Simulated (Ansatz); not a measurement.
`PO[AsH2]` + PH₃ → `PP` + `O[AsH2]` at 400 K and 1 bar (ligand exchange at a P–O bond).

Computed with Ansatz on PBE0-D4/def2-TZVP structures; ΔE is electronic, products minus reactants. CCSD(T)/CBS adds triple-zeta CCSD(T) − MP2 to the extrapolated MP2 energy (def2 sets, frozen cores). This one scheme is used for every species. For As outer-core shells are correlated without core-valence functions, which leaves a few kJ/mol of doubt a bond. Scalar relativity is left out up to krypton. One conformer a species, not always the lowest.

| species | CCSD(T)/CBS energy (Eh) | H − E (kJ/mol) | S (J/(mol·K)) |
| --- | --- | --- | --- |
| `PO[AsH2]` | -2653.50583 | 124.2 | 355.5 |
| PH₃ | -342.72256 | 77.1 | 221.7 |
| `PP` | -684.26248 | 112.6 | 293.5 |
| `O[AsH2]` | -2311.97217 | 94.9 | 282.5 |

H − E and S are ideal-gas, rigid-rotor, harmonic terms from PBE0-D4/def2-TZVP, for one conformer and one mirror image of each species. 1 Eh = 2625.50 kJ/mol, R = 8.31446 J/(mol·K).

Q: By hand: ΔE, ΔH, ΔS and ΔG.

A: ΔE = (-684.26248) + (-2311.97217) − (-2653.50583) − (-342.72256) = -0.00626 Eh = -16.4 kJ/mol. Δ(H − E) = 112.6 + 94.9 − 124.2 − 77.1 = 6.2, so ΔH = -10.2 kJ/mol. ΔS = 293.5 + 282.5 − 355.5 − 221.7 = -1.2 J/(mol·K). ΔG = -10.2 − 400 × (-1.2)/1000 = -9.7 kJ/mol.

Q: By hand: the equilibrium constant, and the temperature at which ΔG would vanish if ΔH and ΔS stayed fixed.

A: log₁₀ K = −ΔG/(RT ln 10) = 1.3. ΔG = 0 at ΔH/ΔS = 8500 K, far beyond where these terms or the molecules hold.

The number of gas molecules stays the same, so ΔS is small and ΔH decides. A doubt of 5 kJ/mol in ΔE shifts log₁₀ K by 0.7 here. Other conformers and mirror images would add mixing entropy, several J/(mol·K) or more a flexible species. Modes under 60 cm⁻¹, often nearly free rotors, make the harmonic entropy too high. These are equilibria of isolated gas molecules and say nothing of rates. Largest T1 diagnostic: 0.014 (customary marks: 0.02 for closed shells, 0.045 for open ones).
